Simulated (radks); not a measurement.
The mean radii <r> (bohr) of the occupied orbitals of an atom or ion are listed with their occupations. All-electron calculation, scalar-relativistic Kohn-Sham, LB94 model potential, spin-polarised, spherical densities, finite nucleus; Fermi nuclear charge, rms radius of each element as measured or else 0.836 A^(1/3) + 0.57 fm. Program: a radial shooting solver on a logarithmic mesh with Libxc functionals.

| orbital | occ. | <r> |
|---|---|---|
| 1s down | 1 | 0.1194 |
| 1s up | 1 | 0.1195 |
| 2s up | 1 | 0.5852 |
| 2s down | 1 | 0.5903 |
| 2p up | 3 | 0.5353 |
| 2p down | 1 | 0.5393 |

Name the element and its charge. Open shells, if any, are filled with parallel spins first.

Answer. Z = 13, aluminium, charge +5: Al5+ in [He] 2s2 2p4. The 1s radius gives Z: for a bare nucleus <r> = (2 gamma + 1)/(2Z) with gamma = sqrt(1 - (Z/c)^2), 0.115 bohr for Z = 13, and screening makes it slightly larger (0.1194 here). The occupations add up to 8, and the charge is Z minus that.
